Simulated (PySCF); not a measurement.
How the method changes the constants of SbBr

State: ³Σ⁻ (triplet), unpaired electrons π ↑↑. Set-up: Sb cc-pVDZ-PP with ECP28, Br cc-pVDZ-PP with ECP10; scalar-relativistic core potentials (PySCF 2.14). De refers to Sb + Br in their high-spin ground configurations, without counterpoise correction. The functionals are run spin-unrestricted. A positive dipole means Sb(−)Br(+).

```tsv
Level	Re (Å)	ωe (cm⁻¹)	De (eV)	μ (D)
UHF	2.532	254	1.28	-2.87
UHF-MP2	2.524	256	2.17	n/a
UHF-SCS-MP2	2.534	252	2.09	n/a
UHF-CCSD	2.537	250	2.02	n/a
UHF-CCSD(T)	2.540	248	2.11	n/a
PBE	2.534	248	2.91	-1.92
r²SCAN	2.515	256	2.77	-2.05
B3LYP	2.538	248	2.69	-2.16
PBE0	2.511	258	2.69	-2.15
M06	2.517	258	2.93	-2.17
M06-2X	2.533	253	2.36	-2.59
LC-ωPBE	2.486	271	2.42	-2.30
```

**Question.** Which functional lies closest to UHF-CCSD(T) in De, which farthest, and by how much do they differ from it?

**Answer.** Closest is M06-2X (-0.7 pm in Re, +2.0 % in ωe, +0.25 eV in De against UHF-CCSD(T) in the same basis), farthest M06 (-2.3 pm in Re, +4.0 % in ωe, +0.82 eV in De). CCSD(T) converges more slowly with the basis than the functionals do and binds too weakly in this one, so the order can change at the basis-set limit.

**Question.** What does a quarter of exact exchange do here, going from PBE to PBE0?

**Answer.** PBE0 less PBE: -2.3 pm in Re, +4.0 % in ωe, -0.22 eV in De. Exact exchange removes part of the self-interaction that spreads semilocal densities, and in most molecules shortens and stiffens the bond and lowers De; so it does here.

**Question.** What does the step from GGA to meta-GGA do here, going from PBE to r²SCAN?

**Answer.** r²SCAN less PBE: -1.9 pm in Re, +3.2 % in ωe, -0.14 eV in De. 

Correlated steps freeze 8 core orbitals. Correlated levels converge slowly with the basis: in double zeta they bind strong bonds too weakly, by up to about 1 eV, and carry superposition errors of some tenths. These are scalar-relativistic numbers at best; spin–orbit coupling would shift them, the dissociation energy most. The state was picked by a PBE0 search and need not be the measured ground state.
